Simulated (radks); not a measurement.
Results of a calculation; reference values are marked as such.
Q: The antimony ion Sb5.3+, configuration [Ne] 3s(up 1, down 0.7) 3p6 3d10 4s2 4p6 4d10 (fractional occupations, a model configuration). Level of theory: scalar-relativistic Kohn-Sham, r2SCAN, spin-polarised, spherical densities, finite nucleus; meta-GGA in the generalised Kohn-Sham scheme; Fermi nuclear charge, rms radius 4.6802 fm (a radial shooting solver on a logarithmic mesh with Libxc functionals). Some entries of the table are withheld. Estimate them.

| orbital | occ. | eigenvalue (eV) | <1/r> (bohr^-1) | <r> (bohr) |
|---|---|---|---|---|
| 1s up | 1 | -30437.88 | 54.32 | 0.02842 |
| 1s down | 1 | -30437.35 | 54.32 | 0.02843 |
| 2s up | 1 | -4710.738 | 12.43 | 0.1226 |
| 2s down | 1 | -4710.422 | 12.43 | 0.1226 |
| 2p up | 3 | -4233.944 | 11.92 | 0.1071 |
| 2p down | 3 | -4233.575 | 11.92 | 0.1071 |
| 3s up | 1 | -986.9865 | 4.446 | 0.3292 |
| 3s down | 0.7 | -985.5350 | 4.446 | 0.3293 |
| 3p up | 3 | -830.3981 | 4.226 | 0.3275 |
| 3p down | 3 | -829.0677 | 4.226 | 0.3276 |
| 3d up | 5 | (1) | 3.986 | 0.3044 |
| 3d down | 5 | (2) | 3.987 | 0.3044 |
| 4s up | 1 | -217.5075 | (3) | 0.7865 |
| 4s down | 1 | -217.4047 | (4) | 0.7868 |
| 4p up | 3 | -168.9224 | 1.613 | 0.8431 |
| 4p down | 3 | -168.8489 | 1.613 | 0.8434 |
| 4d up | 5 | -97.3502 | 1.342 | 0.9828 |
| 4d down | 5 | -97.3219 | 1.342 | 0.9831 |

A: 
(1) 3d up eigenvalue (eV): -592.2035
(2) 3d down eigenvalue (eV): -591.1935
(3) 4s up <1/r> (bohr^-1): 1.763
(4) 4s down <1/r> (bohr^-1): 1.763
